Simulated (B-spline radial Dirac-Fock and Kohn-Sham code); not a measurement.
## Dipole and non-dipole photoemission parameters of As⁺ 2s

System: the As⁺ ion, configuration [Ar] 3d10 4s2 4p2; threshold 1529.1 eV (orbital energy of the model). Method: Dirac-Hartree-Slater photoionisation with a Latter tail; cross sections with all multipoles, angular parameters from the dipole term and its interference with E2. Computed with a radial B-spline solver.

For linearly polarised light dσ/dΩ = σ/(4π) [1 + β P₂(cos θ) + (δ + γ cos²θ) sin θ cos φ], with θ from the polarisation vector and φ the angle between the beam and the projection of the electron momentum on the plane normal to the polarisation.

```
hν (eV)  σ (kb)      β       γ
   2010    56.3  1.998   0.161
   2100    52.4  1.998   0.096
   2260    46.3  1.999   0.016
 2984.4    28.3  1.999  -0.067
   4000    16.1  1.999   0.066
   4840    10.9  1.999   0.224
   5010    10.2  1.999   0.257
   6460    5.91  1.999   0.534
   7090    4.81  1.999   0.652
 8047.8       ?      ?       ?
 9251.7    2.62  1.998   1.023
   9380    2.54  1.998   1.043
  10600    1.90  1.998   1.228
```

**Question.** Give the values at Cu Kα (8047.8 eV).

**Answer.** σ = 3.61 kb, β = 1.998, γ = 0.823. For an s subshell δ is negligible.
